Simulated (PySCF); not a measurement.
## Osmium: highly charged ions in a basis for the neutral atom

Os(5+) [Xe] 4f14 5d3, Os(6+) [Xe] 4f14 5d2. All numbers are calculated (PySCF 2.14, a scalar-relativistic core potential, in def2-TZVP with the def2 core potential (60 electrons) (6s4p3d1f, 40 functions)). No spin-orbit coupling, so a gap to NIST mixes the basis error with missing relativistic terms.

Changed run: basis of the neutral atom used for a highly charged ion. This setting is unsound on purpose.

```tsv
species	method	sound run (hartree)	changed run (hartree)	converged
Os(5+)	UHF	not run	-84.52443	yes
Os(5+)	r2SCAN	not run	-85.04570	yes
Os(5+)	M06-L	not run	-85.08595	yes
Os(6+)	UHF	not run	-81.95590	yes
Os(6+)	r2SCAN	not run	-82.43680	yes
Os(6+)	M06-L	not run	-82.50483	yes
```

Ionisation energy of Os(5+):

```tsv
method	changed run (eV)	NIST (eV)
UHF	69.893	70.1 ± 2
r2SCAN	70.992	70.1 ± 2
M06-L	70.236	70.1 ± 2
```

The contracted functions were made for the neutral atom and can be too rigid for a highly charged ion.
